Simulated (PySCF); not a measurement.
C2H8FNSi2, SMILES C=C[Si@H](N)[SiH2]F.

Coordinates come from a B3LYP-D3(BJ)/def2-SVP optimisation. The structure was generated by enumeration; whether it is a known compound was not checked. The values are those of a single conformer.

Two levels are set side by side: TDDFT-PBE/def2-SVPD (PySCF) and TDDFT-LC-ωPBE/def2-SVPD (PySCF). Vertical, same geometry. The lowest singlet is HOMO→LUMO 91 % with PBE and HOMO→LUMO+1 61 %, HOMO→LUMO 12 % with the other functional; states are paired by order. Differences are taken from unrounded values.

| quantity | TDDFT-LC-ωPBE | TDDFT-PBE | TDDFT-PBE minus TDDFT-LC-ωPBE |
|---|---|---|---|
| lowest singlet excitation (eV) | 6.27 | 4.51 | -1.76 |
| lowest triplet excitation (TDA) (eV) | 3.96 | 4.02 | 0.06 |
| first bright state (f over 0.05) (eV) | 6.50 | 5.46 | -1.04 |
| its oscillator strength | 0.24 | 0.14 | -0.10 |

A lower first singlet is the usual sign of a functional without exact exchange. Differences between two approximate levels are no errors against the true value.

Rough cost on one machine, each run with all the roots and properties that it gave: TDDFT-LC-ωPBE against TDDFT-PBE about 6 times.
